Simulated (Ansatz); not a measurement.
PBE exchange is replaced step by step with exact exchange (0 % is PBE, 25 % PBE0; no dispersion term), basis def2-TZVP, Ansatz. System: MoO2Br2 (MoBr2O2). Total charge 0; singlet. Geometry: B3LYP-D4/def2-SVP.

Geometry of the singlet:

```xyz
5

Mo    0.046    0.058    0.123
O     1.630    0.125    0.662
O    -0.902    0.788    1.294
Br   -0.622   -2.251   -0.127
Br   -0.152    1.281   -1.952
```

In the def2 sets Mo takes a core potential; there is no spin–orbit coupling. The restricted singlet is unstable towards broken spin symmetry in Hartree–Fock (as tested in another run); at PBE with 5 % exact exchange/def2-TZVP, PBE with 10 % exact exchange/def2-TZVP, PBE with 15 % exact exchange/def2-TZVP, PBE0-D4/def2-TZVP and others this wasn't settled.

```tsv
exact exchange (%)	HOMO (eV)	LUMO (eV)	gap (eV)
0	-7.98	-4.57	3.42
5	-8.23	-4.46	3.77
10	-8.48	-4.35	4.13
15	-8.73	-4.24	4.49
25	-9.24	-4.00	5.23
50	-10.52	-3.37	7.15
```

Question: Fit a straight line to the column «gap (eV)» against the share of exact exchange and predict its value at 35 %.

Answer: With x = exact exchange (%) and y = gap (eV): mean x = 17.5, mean y = 4.698; Σ(x − x̄)(y − ȳ) = 122.4, Σ(x − x̄)² = 1638; slope b = 0.07473, intercept a = ȳ − b·x̄ = 3.39. The residuals of the fitted rows reach 0.03. At x = 35 the line gives 3.39 + (0.07473 × 35) = 6.01; the run gave 5.99, 0.02 less than the line.
